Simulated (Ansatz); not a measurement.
Harmonic vibrations of `[NH2][AlH][AlH][O][AlH][F]` by finite differences.

```yaml
crystal:
  periodic: [false, false, false]
  atoms:
    - {symbol: N, position_ang: [-1.696868, 1.167999, 0.061861]}
    - {symbol: Al, position_ang: [-1.202085, 0.548560, -1.520427]}
    - {symbol: Al, position_ang: [0.941194, -0.904656, -1.429241]}
    - {symbol: O, position_ang: [1.591832, -1.065539, 0.140263]}
    - {symbol: Al, position_ang: [1.559912, -0.745567, 1.778516]}
    - {symbol: F, position_ang: [0.326900, 0.194046, 2.363444]}
    - {symbol: H, position_ang: [-1.205313, 0.984990, 0.925309]}
    - {symbol: H, position_ang: [-2.502480, 1.749218, 0.233468]}
    - {symbol: H, position_ang: [-2.114330, 0.951768, -2.762294]}
    - {symbol: H, position_ang: [1.748820, -1.664193, -2.573666]}
    - {symbol: H, position_ang: [2.617615, -1.273626, 2.803468]}
basis:
  gaussian: {orbitals: def2-TZVP}
hamiltonian: {xc: pbe0, dispersion: d4}
phonons: {temperatures: {t_min: 298.15, t_max: 900, t_step: 200}}
```

```sh
$ ansatz run in.yaml --threads 4 --pin off --events-out ev --progress --plain --max-ram 10444MiB
```

Shortened log:

```
Functional definition: PBE0
  name "PBE0"
  cite "Adamo & Barone, J. Chem. Phys. 110, 6158 (1999) doi:10.1063/1.478522"
  cite "Perdew, Burke & Ernzerhof, Phys. Rev. Lett. 77, 3865 (1996) doi:10.1103/PhysRevLett.77.3865"
  parent pbe
  parameter a = 0.25
  parameter kappa = 0.804
  parameter beta = 0.06672455060314922
  exchange = (1 - a)*pbe_x(kappa = kappa, mu = beta*pi^2/3) + a*exact_x
  correlation = pbe_c(beta = beta)
mean field -26119.31272558 eV, -959.8670383590 hartree, gradient 1.2e-5 eV, S^2 0.000000; 0 other end points of the search recorded, 0 dependent functions left out
the calculation of the forces begins
these checks for a lower state are left out or cut short: stability, starts, cluster_reference, orbital_swaps, neighbouring_geometries, increment
mean field -26119.31255014 eV, -959.8670319119 hartree, gradient 7.6e-7 eV, S^2 0.000000; 0 other end points of the search recorded, 0 dependent functions left out
the calculation of the forces begins
these checks for a lower state are left out or cut short: stability, starts, cluster_reference, orbital_swaps, neighbouring_geometries, increment
mean field -26119.31262101 eV, -959.8670345163 hartree, gradient 7.2e-7 eV, S^2 0.000000; 0 other end points of the search recorded, 0 dependent functions left out
the calculation of the forces begins
these checks for a lower state are left out or cut short: stability, starts, cluster_reference, orbital_swaps, neighbouring_geometries, increment
mean field -26119.31268134 eV, -959.8670367333 hartree, gradient 6.5e-7 eV, S^2 0.000000; 0 other end points of the search recorded, 0 dependent functions left out
the calculation of the forces begins
these checks for a lower state are left out or cut short: stability, starts, cluster_reference, orbital_swaps, neighbouring_geometries, increment
mean field -26119.31262860 eV, -959.8670347949 hartree, gradient 7.6e-7 eV, S^2 0.000000; 0 other end points of the search recorded, 0 dependent functions left out
the calculation of the forces begins
these checks for a lower state are left out or cut short: stability, starts, cluster_reference, orbital_swaps, neighbouring_geometries, increment
mean field -26119.31254481 eV, -959.8670317158 hartree, gradient 8.1e-7 eV, S^2 0.000000; 0 other end points of the search recorded, 0 dependent functions left out
the calculation of the forces begins
these checks for a lower state are left out or cut short: stability, starts, cluster_reference, orbital_swaps, neighbouring_geometries, increment
mean field -26119.31253868 eV, -959.8670314906 hartree, gradient 2.8e-6 eV, S^2 0.000000; 0 other end points of the search recorded, 0 dependent functions left out
the calculation of the forces begins
these checks for a lower state are left out or cut short: stability, starts, cluster_reference, orbital_swaps, neighbouring_geometries, increment
mean field -26119.31265545 eV, -959.8670357817 hartree, gradient 1.4e-6 eV, S^2 0.000000; 0 other end points of the search recorded, 0 dependent functions left out
the calculation of the forces begins
these checks for a lower state are left out or cut short: stability, starts, cluster_reference, orbital_swaps, neighbouring_geometries, increment
mean field -26119.31270950 eV, -959.8670377683 hartree, gradient 1.5e-6 eV, S^2 0.000000; 0 other end points of the search recorded, 0 dependent functions left out
[...]
mean field -26119.31271733 eV, -959.8670380559 hartree, gradient 7.4e-7 eV, S^2 0.000000; 0 other end points of the search recorded, 0 dependent functions left out
the calculation of the forces begins
these checks for a lower state are left out or cut short: stability, starts, cluster_reference, orbital_swaps, neighbouring_geometries, increment
mean field -26119.31270852 eV, -959.8670377322 hartree, gradient 6.7e-7 eV, S^2 0.000000; 0 other end points of the search recorded, 0 dependent functions left out
the calculation of the forces begins
these checks for a lower state are left out or cut short: stability, starts, cluster_reference, orbital_swaps, neighbouring_geometries, increment
mean field -26119.31270652 eV, -959.8670376586 hartree, gradient 3.0e-6 eV, S^2 0.000000; 0 other end points of the search recorded, 0 dependent functions left out
the calculation of the forces begins
these checks for a lower state are left out or cut short: stability, starts, cluster_reference, orbital_swaps, neighbouring_geometries, increment
mean field -26119.31272354 eV, -959.8670382842 hartree, gradient 8.1e-7 eV, S^2 0.000000; 0 other end points of the search recorded, 0 dependent functions left out
the calculation of the forces begins
these checks for a lower state are left out or cut short: stability, starts, cluster_reference, orbital_swaps, neighbouring_geometries, increment
mean field -26119.31269410 eV, -959.8670372021 hartree, gradient 5.8e-7 eV, S^2 0.000000; 0 other end points of the search recorded, 0 dependent functions left out
the calculation of the forces begins
these checks for a lower state are left out or cut short: stability, starts, cluster_reference, orbital_swaps, neighbouring_geometries, increment
mean field -26119.31271160 eV, -959.8670378451 hartree, gradient 6.1e-7 eV, S^2 0.000000; 0 other end points of the search recorded, 0 dependent functions left out
the calculation of the forces begins
these checks for a lower state are left out or cut short: stability, starts, cluster_reference, orbital_swaps, neighbouring_geometries, increment
mean field -26119.31270228 eV, -959.8670375028 hartree, gradient 6.9e-7 eV, S^2 0.000000; 0 other end points of the search recorded, 0 dependent functions left out
the calculation of the forces begins
these checks for a lower state are left out or cut short: stability, starts, cluster_reference, orbital_swaps, neighbouring_geometries, increment
mean field -26119.31270405 eV, -959.8670375680 hartree, gradient 2.7e-6 eV, S^2 0.000000; 0 other end points of the search recorded, 0 dependent functions left out
the calculation of the forces begins
these checks for a lower state are left out or cut short: stability, starts, cluster_reference, orbital_swaps, neighbouring_geometries, increment
mean field -26119.31271927 eV, -959.8670381271 hartree, gradient 7.8e-7 eV, S^2 0.000000; 0 other end points of the search recorded, 0 dependent functions left out
the calculation of the forces begins
these checks for a lower state are left out or cut short: stability, starts, cluster_reference, orbital_swaps, neighbouring_geometries, increment
mean field -26119.31271681 eV, -959.8670380369 hartree, gradient 7.9e-7 eV, S^2 0.000000; 0 other end points of the search recorded, 0 dependent functions left out
the calculation of the forces begins
these checks for a lower state are left out or cut short: stability, starts, cluster_reference, orbital_swaps, neighbouring_geometries, increment
mean field -26119.31270625 eV, -959.8670376485 hartree, gradient 5.9e-7 eV, S^2 0.000000; 0 other end points of the search recorded, 0 dependent functions left out
the calculation of the forces begins
these checks for a lower state are left out or cut short: stability, starts, cluster_reference, orbital_swaps, neighbouring_geometries, increment
mean field -26119.31270102 eV, -959.8670374563 hartree, gradient 2.7e-6 eV, S^2 0.000000; 0 other end points of the search recorded, 0 dependent functions left out
the calculation of the forces begins
Total energy: -26119.52701259 eV, -959.8749132614 hartree
Atom 0 at    -1.696868     1.167999     0.061861 Å, force     0.001937    -0.000391     0.002053 eV/Å
Atom 1 at    -1.202085     0.548560    -1.520427 Å, force    -0.001683    -0.002396     0.000976 eV/Å
Atom 2 at     0.941194    -0.904656    -1.429241 Å, force     0.002353     0.002984     0.002555 eV/Å
Atom 3 at     1.591832    -1.065539     0.140263 Å, force     0.000131    -0.000750    -0.004507 eV/Å
Atom 4 at     1.559912    -0.745567     1.778516 Å, force     0.001405    -0.001755     0.002537 eV/Å
Atom 5 at     0.326900     0.194046     2.363444 Å, force    -0.000608     0.001032     0.000557 eV/Å
Atom 6 at    -1.205313     0.984990     0.925309 Å, force    -0.001796     0.000181    -0.002557 eV/Å
Atom 7 at    -2.502480     1.749218     0.233468 Å, force     0.000566     0.000251    -0.000826 eV/Å
Atom 8 at    -2.114330     0.951768    -2.762294 Å, force     0.000405     0.000724     0.000347 eV/Å
Atom 9 at     1.748820    -1.664193    -2.573666 Å, force    -0.001085    -0.000789     0.000199 eV/Å
Atom 10 at     2.617615    -1.273626     2.803468 Å, force    -0.001625     0.000911    -0.001335 eV/Å
Dipole moment:     0.057774    -0.019811     0.106720 e Å
Vibrations: 20.49 73.28 74.42 98.61 123.47 198.65 299.27 316.19 336.38 436.32 493.01 502.20 538.74 552.14 595.30 647.85 682.13 753.07 816.25 827.40 1068.16 1578.21 1880.51 1898.35 2009.13 3575.69 3672.66 cm⁻¹, zero-point energy 1.492019 eV
```

Hardware: 4 threads of an Arm Neoverse V2 on a shared host. Wall time 3.4 min, peak host memory 0.69 GiB.
